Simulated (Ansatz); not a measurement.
Stepwise reaction of `[OH][Ta]([OH])([OH])([OH])[OH]` with hydrogen fluoride, as a gas-phase model of exchange steps in deposition or etching. ΔE in kJ/mol.

Gas-phase electronic energies from Ansatz, PBE0-D4/def2-TZVP geometries. CBS: MP2 limit from def2 TZ/QZ plus the TZ coupled-cluster correction, frozen cores. This one scheme is used for every species. Functionals use def2-TZVPP. B3LYP here is the variant with VWN-RPA as its local correlation; programs differ in this. def2 core potentials past Kr. For Ta outer-core shells are correlated without core-valence functions, which leaves a few kJ/mol of doubt a bond. One conformer a species, not always the lowest.

```
step                                                                        reaction  PBE-D4  B3LYP-D4  ωB97M-V  CCSD(T)/CBS
   1  `[OH][Ta]([OH])([OH])([OH])[OH]` + H–F → `[OH][Ta]([OH])([OH])([OH])[F]` + H₂O   -57.6     -59.0    -59.9        -52.8
   2    `[OH][Ta]([OH])([OH])([OH])[F]` + H–F → `[OH][Ta]([OH])([OH])([F])[F]` + H₂O   -49.6     -49.4    -49.2        -44.1
   3      `[OH][Ta]([OH])([OH])([F])[F]` + H–F → `[OH][Ta]([OH])([F])([F])[F]` + H₂O   -34.4     -33.8    -33.2        -26.5
   4        `[OH][Ta]([OH])([F])([F])[F]` + H–F → `[OH][Ta]([F])([F])([F])[F]` + H₂O   -37.0     -35.9    -35.6        -30.3
```

Problem. Give the row of step 5, `[OH][Ta]([F])([F])([F])[F]` + H–F → `[F][Ta]([F])([F])([F])[F]` + H₂O. (An estimate is asked.)

Solution. The calculation gave: 
```csv
step,reaction,PBE-D4,B3LYP-D4,ωB97M-V,CCSD(T)/CBS
5,`[OH][Ta]([F])([F])([F])[F]` + H–F → `[F][Ta]([F])([F])([F])[F]` + H₂O,-37.9,-36.1,-36.5,-31.0
```

Problem. By hand: ΔE of the 5 steps together at CCSD(T)/CBS.

Solution. (-52.8) + (-44.1) + (-26.5) + (-30.3) + (-31.0) = -184.7 kJ/mol, or -36.9 kJ/mol a step.

In ΔE step 1 is the lowest and step 3 the highest. All are downhill at CCSD(T)/CBS. PBE-D4 differs from CCSD(T)/CBS by -7.9 to -4.8 kJ/mol a step. Isolated molecules leave out the surface, adducts and barriers. Largest T1 diagnostic: 0.018.
